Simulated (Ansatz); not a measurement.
Species: sum formula SiPH4 (charge 0, doublet). It need not be the lowest isomer of its formula. SMILES: [SiH3][PH]
Geometry: optimised at B3LYP-D3(BJ)/def2-TZVP (Ansatz, a quantum-chemistry and plane-wave program).

Wanted: vertical electron affinity (to the singlet state of charge -1; a negative value means that the extra electron is unbound and the number depends on the basis; each state is the SCF solution reached for its spin), in eV. Correlated levels leave the core frozen unless marked. UHF or UKS for open shells. No spin-orbit coupling. Non-relativistic. Anions need diffuse functions: aug- sets have them; def2-D sets add few. Basis-set limits of correlation are two-point, X^-3; Hartree-Fock from the larger set. [CCSD(T)-MP2]/basis is that difference in the basis named.

| level | program | vertical electron affinity (eV) |
|---|---|---|
| HF/def2-SVPD | Ansatz | 0.30 |
| wB97X/def2-TZVPD | Ansatz | 1.58 |
| MP2/aug-cc-pV(D+d)Z | Ansatz | 1.57 |
| CCSD/aug-cc-pV(T+d)Z | Ansatz | 1.56 |
| RI-MP2/CBS(def2-TZVPPD,def2-QZVPPD)+[CCSD(T)-MP2]/def2-SVPD | Ansatz | 1.74 |
| RI-MP2/CBS(def2-TZVPPD,def2-QZVPPD)+[CCSD(T)-MP2]/def2-TZVPPD | Ansatz | 1.74 |
| RI-MP2/CBS(aug-cc-pV(T+d)Z,aug-cc-pV(Q+d)Z)+[CCSD(T)-MP2]/aug-cc-pV(T+d)Z | Ansatz | 1.77 |
